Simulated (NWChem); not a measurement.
System: AlSiH3Cl2; SMILES [SiH3][Al]([Cl])[Cl]

Excerpt of the output:

```
             Northwest Computational Chemistry Package (NWChem) 7.3.0
             --------------------------------------------------------

 C1  symmetry detected

                             Geometry "geometry" -> ""
                             -------------------------

 Output coordinates in angstroms (scale by  1.889725989 to convert to a.u.)

  No.       Tag          Charge          X              Y              Z
 ---- ---------------- ---------- -------------- -------------- --------------
    1 Al                  13.0000    -0.00228721     0.08133406     0.01008660
    2 Cl                  17.0000    -1.76463338     1.22585252    -0.00201088
    3 Cl                  17.0000     1.80469168     1.15431240    -0.00199739
    4 Si                  14.0000    -0.03791737    -2.35152264    -0.00098755
    5 H                    1.0000     1.06900743    -2.89277697     0.84583086
    6 H                    1.0000     0.15673607    -2.84105179    -1.40222986
    7 H                    1.0000    -1.34615763    -2.86500048     0.50723959

 Effective nuclear repulsion energy (a.u.)     290.7900206611

                                 NWChem DFT Module
                                 -----------------

 Summary of "ao basis" -> "ao basis" (spherical)
 ------------------------------------------------------------------------------
       Tag                 Description            Shells   Functions and Types
 ---------------- ------------------------------  ------  ---------------------
 Al                        def2-svpd                10       24   5s3p2d
 Cl                        def2-svpd                11       27   5s4p2d
 Si                        def2-svpd                10       24   5s3p2d
 H                         def2-svpd                 4        8   2s2p

            General Information
            -------------------
          SCF calculation type: DFT
          Wavefunction type:  closed shell.
          No. of atoms     :     7
          No. of electrons :    64
           Alpha electrons :    32
            Beta electrons :    32
          Charge           :     0
          Spin multiplicity:     1
          Use of symmetry is: off; symmetry adaption is: off
          Maximum number of iterations: 150
          AO basis - number of functions:   126
                     number of shells:    54
          Convergence on energy requested:  1.00D-06
          Convergence on density requested:  1.00D-05
          Convergence on gradient requested:  5.00D-04

              XC Information
              --------------
                         PBE0 Method XC Functional
                     Hartree-Fock (Exact) Exchange  0.250
          PerdewBurkeErnzerhof Exchange Functional  0.750
            Perdew 1991 LDA Correlation Functional  1.000 local
           PerdewBurkeErnz. Correlation Functional  1.000 non-local

             Grid Information
             ----------------
          Grid used for XC integration:  medium
          Radial quadrature: Mura-Knowles
          Angular quadrature: Lebedev.
          Tag              B.-S. Rad. Rad. Pts. Rad. Cut. Ang. Pts.
          ---              ---------- --------- --------- ---------
          Al                  1.25       88          11.0       590
          Cl                  1.00       88          13.0       590
          Si                  1.10       88          13.0       590
          H                   0.35       45          14.0       434
          Grid pruning is: on
          Number of quadrature shells:   487
          Spatial weights used:  Erf1

      Superposition of Atomic Density Guess
      -------------------------------------

 Sum of atomic energies:       -1450.68756270

      Non-variational initial energy
      ------------------------------

 Total energy =   -1451.491969
 1-e energy   =   -2587.703452
 2-e energy   =     845.421462
 HOMO         =      -0.318642
 LUMO         =      -0.000072

   convergence    iter        energy       DeltaE   RMS-Dens  Diis-err
 ---------------- ----- ----------------- --------- --------- ---------
 d= 0,ls=0.0,diis     1  -1453.2280997973 -1.74D+03  1.17D-02  3.96D-01
 d= 0,ls=0.0,diis     2  -1453.2308860875 -2.79D-03  6.14D-03  3.09D-01
 d= 0,ls=0.0,diis     3  -1453.2800901919 -4.92D-02  1.04D-03  1.73D-02
 d= 0,ls=0.0,diis     4  -1453.2827443477 -2.65D-03  1.98D-04  1.81D-04
 d= 0,ls=0.0,diis     5  -1453.2827811427 -3.68D-05  4.90D-05  1.37D-05
  Resetting Diis
 d= 0,ls=0.0,diis     6  -1453.2827836073 -2.46D-06  9.23D-06  4.39D-07
 d= 0,ls=0.0,diis     7  -1453.2827836749 -6.76D-08  3.03D-06  3.95D-08

         Total DFT energy =    -1453.282783674924
      One electron energy =    -2590.076164091737
           Coulomb energy =      942.655123257552
    Exchange-Corr. energy =      -96.651763501830
 Nuclear repulsion energy =      290.790020661091

 Numeric. integr. density =       63.999996920517

                       DFT Final Molecular Orbital Analysis
                       ------------------------------------

 Vector   30  Occ=2.000000D+00  E=-3.520908D-01
              MO Center=  4.7D-02,  1.1D+00, -2.3D-03, r^2= 4.3D+00
   Bfn.  Coefficient  Atom+Function         Bfn.  Coefficient  Atom+Function
  ----- ------------  ---------------      ----- ------------  ---------------
    65     -0.439175  3 Cl pz                38      0.432271  2 Cl pz
    62     -0.336522  3 Cl pz                35      0.331195  2 Cl pz
    59     -0.194901  3 Cl pz                32      0.191813  2 Cl pz
    68     -0.071237  3 Cl pz                41      0.070234  2 Cl pz
    18      0.055282  1 Al d  1

 Vector   31  Occ=2.000000D+00  E=-3.420437D-01
              MO Center=  1.1D-02,  1.0D+00,  1.0D-02, r^2= 4.7D+00
   Bfn.  Coefficient  Atom+Function         Bfn.  Coefficient  Atom+Function
  ----- ------------  ---------------      ----- ------------  ---------------
    64      0.330556  3 Cl py                37     -0.319023  2 Cl py
    36     -0.300041  2 Cl px                63     -0.286835  3 Cl px
    61      0.251465  3 Cl py                34     -0.242436  2 Cl py
    33     -0.236050  2 Cl px                60     -0.225971  3 Cl px
    58      0.145239  3 Cl py                31     -0.140032  2 Cl py

 Vector   32  Occ=2.000000D+00  E=-3.101634D-01
              MO Center= -1.3D-02, -8.7D-01,  1.3D-03, r^2= 4.6D+00
   Bfn.  Coefficient  Atom+Function         Bfn.  Coefficient  Atom+Function
  ----- ------------  ---------------      ----- ------------  ---------------
    91      0.330826  4 Si py                82      0.279202  4 Si s
    88      0.274880  4 Si py                 3      0.269912  1 Al s
    37      0.243307  2 Cl py                64      0.241930  3 Cl py
    10     -0.197118  1 Al py                34      0.188762  2 Cl py
    61      0.187494  3 Cl py                85     -0.154536  4 Si py

 Vector   33  Occ=0.000000D+00  E=-7.166594D-02
              MO Center= -2.3D-02, -4.0D-01,  8.7D-02, r^2= 4.3D+00
   Bfn.  Coefficient  Atom+Function         Bfn.  Coefficient  Atom+Function
  ----- ------------  ---------------      ----- ------------  ---------------
    14      0.558135  1 Al pz                11      0.361673  1 Al pz
   112      0.271037  6 H  s                 92      0.238450  4 Si pz
    38     -0.198296  2 Cl pz                65     -0.193058  3 Cl pz
     8     -0.185072  1 Al pz               104     -0.178853  5 H  s
   111      0.129338  6 H  s                 35     -0.124671  2 Cl pz

[...]

                                NWChem TDDFT Module
                                -------------------

            General Information
            -------------------
           No. of orbitals :     252
            Alpha orbitals :     126
             Beta orbitals :     126
        Alpha frozen cores :       0
         Beta frozen cores :       0
     Alpha frozen virtuals :       0
      Beta frozen virtuals :       0
         Spin multiplicity :       1
    Number of AO functions :     126
        Use of symmetry is : off
      Symmetry adaption is : off
         Schwarz screening :  0.10D-07

              XC Information
              --------------
                  PBE0 Method XC Functional
              Hartree-Fock (Exact) Exchange   0.25
   PerdewBurkeErnzerhof Exchange Functional   0.75
     Perdew 1991 LDA Correlation Functional   1.00 local
    PerdewBurkeErnz. Correlation Functional   1.00 non-local

             TDDFT Information
             -----------------
          Calculation type : Tamm-Dancoff TDDFT
         Wavefunction type : Restricted singlets
          No. of electrons :      64
           Alpha electrons :      32
            Beta electrons :      32
              No. of roots :       6
          Max subspacesize :    5200
            Max iterations :     100
               Target root :       1
           Target symmetry : none
      Symmetry restriction : off
                 Algorithm : Optimal
        Davidson threshold :  0.10D-03

    6 smallest eigenvalue differences (eV)
--------------------------------------------------------
  No. Spin  Occ  Vir  Irrep   E(Occ)    E(Vir)   E(Diff)
--------------------------------------------------------
    1    1   32   33 a        -0.310    -0.072     6.490
    2    1   31   33 a        -0.342    -0.072     7.357
    3    1   32   34 a        -0.310    -0.037     7.435
    4    1   30   33 a        -0.352    -0.072     7.631
    5    1   29   33 a        -0.366    -0.072     8.011
    6    1   32   35 a        -0.310    -0.012     8.107
--------------------------------------------------------

  Entering Davidson iterations
  Restricted singlet excited states

  Iter   NTrls   NConv    DeltaV     DeltaE      Time
  ----  ------  ------  ---------  ---------  ---------
    1      6       0     0.92E-01   0.10+100       16.6
    2     12       0     0.20E-01   0.21E-01       16.4
    3     18       0     0.21E-01   0.27E-02       17.2
    4     24       0     0.97E-02   0.16E-02       16.8
    5     30       1     0.34E-01   0.15E-02       16.2
    6     35       2     0.14E-01   0.16E-02       16.0
    7     39       4     0.68E-02   0.56E-03       14.0
    8     41       4     0.21E-02   0.90E-04       11.6
    9     43       5     0.55E-03   0.81E-05       11.6
   10     44       5     0.14E-03   0.54E-06       10.2
   11     45       6     0.59E-04   0.37E-07       10.0
  ----  ------  ------  ---------  ---------  ---------
  Convergence criterion met

  Ground state a       -1453.282783674924 a.u.

  ----------------------------------------------------------------------------
  Root   1 singlet a              0.197991980 a.u.                5.3876 eV
  ----------------------------------------------------------------------------
     Transition Moments    X  0.00039   Y  0.04264   Z  0.49047
     Dipole Oscillator Strength                    0.0319932332
     Electric Quadrupole                           0.0000001515
     Magnetic Dipole                               0.0000009396
     Total Oscillator Strength                     0.0319943243

     Occ.   24  a   ---  Virt.   33  a        0.05714
     Occ.   28  a   ---  Virt.   33  a       -0.07101
     Occ.   29  a   ---  Virt.   34  a       -0.05525
     Occ.   32  a   ---  Virt.   33  a       -0.98275
  ----------------------------------------------------------------------------
  Root   2 singlet a              0.221408851 a.u.                6.0248 eV
  ----------------------------------------------------------------------------
     Transition Moments    X  0.01500   Y  0.00034   Z  0.00611
     Dipole Oscillator Strength                    0.0000387349
     Electric Quadrupole                           0.0000000016
     Magnetic Dipole                               0.0000000989
     Total Oscillator Strength                     0.0000388354

     Occ.   31  a   ---  Virt.   33  a        0.99594
     Occ.   31  a   ---  Virt.   38  a       -0.05422
  ----------------------------------------------------------------------------
  Root   3 singlet a              0.240523639 a.u.                6.5450 eV
  ----------------------------------------------------------------------------
     Transition Moments    X  0.11078   Y  1.17620   Z -0.01565
     Dipole Oscillator Strength                    0.2238415201
     Electric Quadrupole                           0.0000007444
     Magnetic Dipole                               0.0000000082
     Total Oscillator Strength                     0.2238422727

     Occ.   26  a   ---  Virt.   33  a        0.05779
     Occ.   29  a   ---  Virt.   33  a       -0.28467
     Occ.   30  a   ---  Virt.   33  a       -0.37072
     Occ.   32  a   ---  Virt.   34  a        0.85521
     Occ.   32  a   ---  Virt.   35  a        0.14331
  ----------------------------------------------------------------------------
  Root   4 singlet a              0.241586943 a.u.                6.5739 eV
  ----------------------------------------------------------------------------
     Transition Moments    X -0.31706   Y  0.55097   Z -0.00820
     Dipole Oscillator Strength                    0.0650936143
     Electric Quadrupole                           0.0000003878
     Magnetic Dipole                               0.0000000079
     Total Oscillator Strength                     0.0650940099

     Occ.   25  a   ---  Virt.   34  a        0.07350
     Occ.   28  a   ---  Virt.   35  a       -0.05241
     Occ.   29  a   ---  Virt.   33  a       -0.13072
     Occ.   30  a   ---  Virt.   33  a        0.86069
     Occ.   31  a   ---  Virt.   34  a       -0.13418
     Occ.   31  a   ---  Virt.   48  a       -0.05946
     Occ.   32  a   ---  Virt.   34  a        0.37596
     Occ.   32  a   ---  Virt.   35  a       -0.22373
  ----------------------------------------------------------------------------
  Root   5 singlet a              0.252341349 a.u.                6.8666 eV
  ----------------------------------------------------------------------------
     Transition Moments    X -0.01890   Y  0.14358   Z -0.16967
     Dipole Oscillator Strength                    0.0083710748
     Electric Quadrupole                           0.0000000379
     Magnetic Dipole                               0.0000000028
     Total Oscillator Strength                     0.0083711156

     Occ.   27  a   ---  Virt.   33  a        0.05412
     Occ.   28  a   ---  Virt.   33  a       -0.97202
     Occ.   29  a   ---  Virt.   33  a        0.14510
     Occ.   29  a   ---  Virt.   34  a        0.07551
     Occ.   32  a   ---  Virt.   33  a        0.05067
     Occ.   32  a   ---  Virt.   34  a        0.05623
  ----------------------------------------------------------------------------
  Root   6 singlet a              0.254559765 a.u.                6.9269 eV
  ----------------------------------------------------------------------------
     Transition Moments    X  0.30333   Y  0.15728   Z -0.02736
     Dipole Oscillator Strength                    0.0199392515
     Electric Quadrupole                           0.0000000618
     Magnetic Dipole                               0.0000009093
     Total Oscillator Strength                     0.0199402226

     Occ.   26  a   ---  Virt.   33  a       -0.05271
     Occ.   27  a   ---  Virt.   33  a       -0.41028
     Occ.   30  a   ---  Virt.   33  a       -0.10804
     Occ.   31  a   ---  Virt.   34  a        0.60128
     Occ.   32  a   ---  Virt.   34  a        0.05555
     Occ.   32  a   ---  Virt.   35  a       -0.65104

              Target root =      1
          Target symmetry = none
      Ground state energy =  -1453.282783674924
        Excitation energy =      0.197991979578
     Excited state energy =  -1453.084791695346

  stored tddft:energy   -1453.0847916953455
```

Level: PBE0/def2-SVPD, TDA. Coordinates come from a PBE0/def2-SVP optimisation.

Task: Write an input that gives this output.

Result: One answer among several that fit: the input that was run:
```
start job
memory heap 200 mb stack 900 mb global 1100 mb
geometry units angstroms noautoz
  Al    -0.004070     0.062521     0.007333
  Cl    -1.780453     1.184983    -0.014470
  Cl     1.789484     1.157625    -0.015306
  Si    -0.009584    -2.370590     0.018483
  H      1.104217    -2.890347     0.869741
  H      0.190683    -2.870450    -1.378314
  H     -1.311211    -2.895556     0.531927
end
basis spherical
  * library def2-svpd
end
dft
  xc pbe0
  iterations 150
end
tddft
  cis
  nroots 6
  notriplet
end
task tddft energy
```
